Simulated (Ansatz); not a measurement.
Consider the formal exchange of groups at a Mo–O bond: `C[O][Mo]([OH])([F])([F])([F])[F]` + CH₃OH → `[OH][Mo]([OH])([F])([F])([F])[F]` + `COC`.

Isolated molecules relaxed with PBE0-D4/def2-TZVP in Ansatz; ΔE leaves out vibrations. CCSD(T)/CBS adds triple-zeta CCSD(T) − MP2 to the extrapolated MP2 energy (def2 sets, frozen cores). This one scheme is used for every species. DFT in def2-TZVPP. Elements past krypton have def2 core potentials. For Mo outer-core shells are correlated without core-valence functions, which leaves a few kJ/mol of doubt a bond. Each species was taken in one conformer, which may not be the lowest.

`C[O][Mo]([OH])([F])([F])([F])[F]`:

Cartesian coordinates in Å:
```
C 1.974 0.261 -0.357
O 0.807 -0.491 -0.213
Mo -0.898 -0.413 0.358
O -1.337 0.644 -1.112
F -2.605 0.051 0.919
F -0.787 -1.459 1.874
F -0.309 1.006 1.410
F -1.418 -1.960 -0.489
H 2.002 1.017 0.434
H 2.834 -0.406 -0.280
H 1.962 0.745 -1.337
H -2.225 1.006 -1.206
```

CH₃OH:

```xyz
6

C     0.072    0.348    0.028
O     0.218   -0.974   -0.439
H     0.834    0.949   -0.470
H     0.229    0.428    1.110
H    -0.910    0.772   -0.217
H    -0.442   -1.523   -0.012
```

`[OH][Mo]([OH])([F])([F])([F])[F]`:

```xyz
9

O     0.827   -1.436    0.453
Mo   -0.295   -0.054    0.026
O     0.929    0.773   -1.079
F    -1.789   -0.586    0.954
F     0.335    0.706    1.595
F    -1.004   -1.000   -1.373
F    -1.242    1.524   -0.216
H     1.461   -1.538    1.168
H     0.778    1.612   -1.528
```

`COC`:

Cartesian coordinates in Å:
```
C -0.820 0.785 -0.245
O 0.010 -0.190 -0.808
C 0.821 -0.807 0.150
H -1.496 0.354 0.508
H -1.417 1.217 -1.048
H -0.237 1.585 0.235
H 0.222 -1.313 0.921
H 1.436 -1.548 -0.362
H 1.481 -0.082 0.649
```

```json
{"level": "revPBE-D4", "ΔE (kJ/mol)": "21.7"}
{"level": "B97M-V", "ΔE (kJ/mol)": "19.8"}
{"level": "PBE", "ΔE (kJ/mol)": "20.6"}
{"level": "revPBE", "ΔE (kJ/mol)": "21.1"}
{"level": "r2SCANh", "ΔE (kJ/mol)": "20.5"}
{"level": "RPA@PBE/def2-TZVPP", "ΔE (kJ/mol)": "24.0"}
{"level": "MP2/def2-TZVPP", "ΔE (kJ/mol)": "34.9"}
{"level": "HF/CBS(def2)", "ΔE (kJ/mol)": "18.0"}
```

**Question.** What does CCSD(T)/CBS give? (Estimate.)

**Answer.** Computed: +28.1 kJ/mol. The listed levels differ from it by -6.4, -8.3, -7.5, -7.0, -7.6, -4.1, 6.8, -10.1 kJ/mol.

Largest T1 diagnostic among the species: 0.025, so the coupled-cluster value is less sure than usual.

Leaving LDA and LC-ωPBE aside and taking each functional with its dispersion term where it has one, the values, not all of them listed here, spread over 8.5 kJ/mol, from ωB97M-V to B2PLYP. In def2-TZVPP, CCSD(T) changes the Hartree–Fock value by +9.6 kJ/mol (the triples alone add +2.6 kJ/mol) and MP2 by +16.8 kJ/mol. At CCSD(T), def2-SVP lies +4.2 kJ/mol from the extrapolated value and def2-TZVPP −0.4 kJ/mol.
